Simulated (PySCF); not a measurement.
**`O=C[C@@H]1C[SiH2][C@H](Cl)C1`: 4 charge schemes on one density**

Compound: C5H9ClOSi.
Numbering: `[O:1]=[CH:2][C@@H:3]1[CH2:4][SiH2:5][C@H:6]([Cl:7])[CH2:8]1` (hydrogens: H9 on C2; H10 on C3; H11, H12 on C4; H13, H14 on Si5; H15 on C6; H16, H17 on C8)

Cartesian coordinates in Å at the GFN2-xTB level; atoms count from 1:
```
atom  x, y, z in Å
O1    -0.5144   -1.1586    2.0662
C2    -1.1950   -0.7880    1.1516
C3    -0.7588   -0.7605   -0.2916
C4     0.6875   -1.2377   -0.4212
Si5    1.7110    0.2551    0.1688
C6     0.2484    1.4842   -0.1072
Cl7   -0.3854    2.0250    1.4836
C8    -0.8273    0.6778   -0.8203
H9    -2.2401   -0.4561    1.3066
H10   -1.4572   -1.3954   -0.8500
H11    0.9010   -1.4902   -1.4597
H12    0.8417   -2.1349    0.1740
H13    2.8004    0.5799   -0.7570
H14    2.1275    0.2295    1.5616
H15    0.4800    2.4003   -0.6475
H16   -1.8196    1.1107   -0.6773
H17   -0.6068    0.6711   -1.8904
```

Density: PBE0/pcSseg-1 (PySCF); schemes: Mulliken, IAO, Hirshfeld and ESP-fitted. Geometry: GFN2-xTB, one conformer, isolated molecule.

Task: Tabulate the Mulliken, IAO, Hirshfeld and ESP-fitted charges.

Result: In e:

```tsv
atom	environment	Mulliken	IAO	Hirshfeld	ESP-fitted
O1	aldehyde oxygen	-0.344	-0.387	-0.206	-0.424
C2	aldehyde carbon	+0.303	+0.258	+0.123	+0.377
C3	sp3 carbon next to a carbonyl	-0.367	-0.160	-0.036	+0.076
C4	sp3 carbon bound to silicon	-0.436	-0.544	-0.166	-0.293
Si5	SiH2 silicon	+0.707	+0.747	+0.336	+0.419
C6	sp3 C–Cl carbon	-0.492	-0.364	-0.080	-0.249
Cl7	alkyl chlorine	-0.116	-0.108	-0.047	-0.135
C8	ring CH2 carbon	-0.141	-0.256	-0.075	-0.183
H9	formyl hydrogen	+0.082	+0.101	+0.036	+0.011
H10	methine hydrogen	+0.150	+0.155	+0.052	+0.026
H11	methylene hydrogen	+0.146	+0.148	+0.040	+0.084
H12	methylene hydrogen	+0.158	+0.164	+0.037	+0.096
H13	Si–H hydrogen	-0.080	-0.123	-0.079	-0.107
H14	Si–H hydrogen	-0.027	-0.091	-0.066	-0.055
H15	methine hydrogen	+0.175	+0.167	+0.043	+0.166
H16	methylene hydrogen	+0.145	+0.148	+0.038	+0.076
H17	methylene hydrogen	+0.139	+0.146	+0.050	+0.114
```

Mean size of the charges over all atoms: IAO 0.239 e, Mulliken 0.236 e, ESP-fitted 0.170 e, Hirshfeld 0.089 e. Each set sums to the total charge, 0, to within 0.001 e. The Hirshfeld scheme divides the density at each point in proportion to the densities of the neutral, spherically averaged free atoms. The ESP scheme fits charges at the nuclei, held to the total charge, to the electrostatic potential on points at 1.4 to 2.0 times the van der Waals radii.

Lowest charge. The schemes don't all agree: Mulliken C6 (-0.492); IAO C4 (-0.544); Hirshfeld O1 (-0.206); ESP-fitted O1 (-0.424).

Highest charge. All schemes agree: Mulliken Si5 (+0.707); IAO Si5 (+0.747); Hirshfeld Si5 (+0.336); ESP-fitted Si5 (+0.419).

Task: Sum the charges by element, for elements with more than one atom.

Result: 
| element | atoms | Mulliken | IAO | Hirshfeld | ESP-fitted |
| --- | --- | --- | --- | --- | --- |
| C | 5 | -1.132 | -1.067 | -0.233 | -0.272 |
| H | 9 | +0.886 | +0.815 | +0.152 | +0.412 |

Task: How closely do the schemes follow one another over all atoms?

Result: Correlation coefficient and root-mean-square difference: Mulliken with IAO 0.97, 0.075 e; IAO with Hirshfeld 0.96, 0.184 e; Hirshfeld with ESP-fitted 0.92, 0.115 e; Mulliken with Hirshfeld 0.91, 0.192 e; IAO with ESP-fitted 0.91, 0.133 e; Mulliken with ESP-fitted 0.86, 0.155 e.

Task: How many electrons does the IAO scheme count on Cl7?

Result: Z − q = 17 − (-0.108) = 17.108.
